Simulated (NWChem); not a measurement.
# CH₅BFNO; SMILES COB(N)F

```xyz
10

B      0.0762    -0.5373    -0.0002
F      0.8406    -1.6491     0.0006
O      0.7486     0.6585    -0.0016
C      0.0447     1.8790    -0.0021
H     -0.5946     1.9956     0.9040
H      0.7760     2.7116    -0.0106
H     -0.6067     1.9881    -0.9006
N     -1.3328    -0.6705     0.0003
H     -1.7783    -1.5861     0.0008
H     -1.9847     0.1103     0.0001
```
Atoms are numbered in this order, from 1.

Program: NWChem. Pople sets run with spherical d functions. STO-3G and 3-21G are far too small for this property and stand as cheap habits. Structure relaxed at the PBE-D3(BJ)/def2-SVP level. Field at 589 nm.

**Question.** Among these, which level gives the highest value of “isotropic polarisability (bohr³)”?
A) B3LYP/6-31G*
B) B3LYP/def2-SVPD
C) B3LYP/STO-3G
D) B3LYP/def2-SVP

**Answer.** B, B3LYP/def2-SVPD. Values: B3LYP/STO-3G 18.7; B3LYP/6-31G* 31.8; B3LYP/def2-SVP 32.9; B3LYP/def2-SVPD 41.8
